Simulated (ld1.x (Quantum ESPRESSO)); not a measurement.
**Tl (Z = 81): RRKJ pseudisation with PBE, scalar-relativistic reference atom.**

ld1.x (Quantum ESPRESSO) 7.5 input, shortened:

```
&input
   title='Tl', zed=81., rel=1, dft='PBE', iswitch=3,
   config='[Xe] 4f14 5d10 6s1.5 6p0'
 /
 &inputp
   pseudotype=2, tm=.false., lloc=-1, rcloc=1.80,
   nlcc=.true., new_core_ps=.true., rcore=1.40
 /
3
6S  1  0   1.50   0.00  2.10  2.10  0.0
6P  2  1   0.00   0.00  1.90  1.90  0.0
5D  3  2  10.00   0.00  2.05  2.05  0.0
 &test
   configts(1)='5d10 6s1.5 6p0'
 /
```

**Question.** Does the generator finish with these settings?

**Answer.** No. ld1.x (Quantum ESPRESSO) 7.5 stopped with "compute_chi: n is too large": the Bessel-function wave could not be built (negative determinant in compute_phi), and the routine for χ then failed on it.
